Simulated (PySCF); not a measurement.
Te(H)(SMe), CH₄STe, SMILES CS[TeH] (CAM-B3LYP/def2-SVP optimised geometry):

```
7

Te    -1.114    -0.830     0.000
H     -1.296     0.830     0.000
S      1.296    -0.830     0.000
C      1.716    -0.724     1.767
H      1.404     0.235     2.200
H      2.812    -0.798     1.817
H      1.277    -1.552     2.338
```

Method: CAM-B3LYP/def2-TZVP, def2 effective core potentials past Kr (PySCF).

Q: What are the frontier orbital energies and the dipole moment?

A: HOMO-2 -9.86 eV, HOMO-1 -8.27 eV, HOMO -7.77 eV, LUMO -0.64 eV, LUMO+1 0.80 eV; dipole moment 1.50 D.

On the same geometry PBE/def2-TZVP, def2 effective core potentials past Kr run with PySCF 2.14.0 gives HOMO-2 -7.57 eV, HOMO-1 -5.76 eV, HOMO -5.49 eV, LUMO -2.48 eV, LUMO+1 -1.01 eV; dipole moment 1.47 D.
